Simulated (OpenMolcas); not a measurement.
Nb4+ among 8 point charges of -1.2 e arranged as a cube (Oh).

```json
{
  "Program": "OpenMolcas",
  "Method": "SS-CASPT2, IPEA 0.25 Eh, imaginary shift 0.1 Eh (closed shells correlated: 4s 4p)",
  "Basis": "ANO-RCC-VDZP [6s5p3d1f]",
  "Scalar Hamiltonian": "DKH2, point nucleus",
  "Active space": "1 electron in 5 orbitals (4d)",
  "State averaging": "2S+1 = 2 even, 5 roots",
  "Spin-orbit coupling": "RASSI with atomic mean-field integrals over the reference wave functions"
}
```

All point charges move together. At R = 2.1 Å |10Dq| is 6527 cm-1, and at R = 2.44 Å it is 3145 cm-1.

Task: A third run gives 4770 cm-1. What distance was it run at?

Result: With a power law R^-n the two known points give n = -ln(3145 / 6527) / ln(2.44 / 2.1) = 4.87. Then R = 2.1 × (6527 / 4770)^(1/4.87) = 2.240 Å. The run was at 2.24 Å, so the estimate is off by 0 Å.

Roots that are degenerate in the reference are averaged as groups; the widest CASPT2 spread within a group is 11 cm-1 (the 2-fold group of multiplicity 2 near 0 cm-1 above the lowest state of its run, R = 2.24). Shifts and gaps below about the spread of the groups concerned are not significant. An orbital doublet at a regular site is open to a Jahn-Teller distortion, which this geometry leaves out. Free-ion shares, where given, are those of the reference states; single-state CASPT2 does not remix them. The ground term spreads over less than 5000 cm-1, several times less than with real ligands, so orbital moments are less quenched and χT lies further from the spin-only value than at real sites (holds for R = 2.24; R = 2.44). This is an electrostatic model: the charges have no orbitals. No measured value stands beside these numbers.
